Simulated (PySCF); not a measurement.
C₃H₇ITe, SMILES CC(C)[Te]I. Coordinates come from a PBE-D3(BJ)/def2-SVP optimisation. The def2 effective core potentials stand for the cores of I, Te; spin–orbit coupling is left out. The values are those of a single conformer.

Task: Give the equilibrium geometry at PBE-D3(BJ)/def2-SVP (PySCF confirms it by a frequency run) as a Z-matrix. (An estimate is asked for; the answer gives what the named calculation found.)

Result: One answer among several that fit: 
```
C
H 1 1.1085
C 1 1.5199 2 110.97
H 3 1.1081 1 111.90 2 56.99
H 3 1.1091 4 108.14 1 -123.07
H 3 1.1126 4 107.62 5 -116.45
C 1 1.5272 2 110.39 3 -127.18
H 7 1.1088 1 112.53 2 -52.80
H 7 1.1106 8 108.50 1 124.14
H 7 1.1115 8 107.42 9 115.26
Te 1 2.2239 2 103.30 7 -112.62
I 11 2.7406 1 96.97 2 -58.89
```
